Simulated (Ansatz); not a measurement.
C₄H₉B, SMILES `BC(=C)CC`. The species carries charge 0 and has multiplicity 1.

```xyz
14

B    -1.0522    0.1071    1.4857
C     0.0342   -0.4610    0.5533
C     0.2524   -1.7846    0.5903
C     0.8354    0.4349   -0.3517
C    -0.0198    1.0407   -1.4580
H    -1.2486    1.2865    1.5733
H    -1.7048   -0.6425    2.1533
H     1.0256   -2.2646   -0.0077
H    -0.3386   -2.4303    1.2313
H     1.2708    1.2455    0.2433
H     1.6719   -0.1194   -0.7903
H    -0.4341    0.2606   -2.1014
H     0.5646    1.7211   -2.0817
H    -0.8568    1.6059   -1.0396
```

Give the diagnostics of a CCSD(T)/def2-TZVPP run (frozen core, Ansatz). (Estimate.)

Computed: T1 = 0.0099, largest single amplitude 0.011, largest double 0.060, (T) share of the correlation energy 4.0 %, 8 CCSD cycles. The RHF solution is unstable towards an unrestricted one. T1 lies under the customary mark of 0.02 for closed shells.
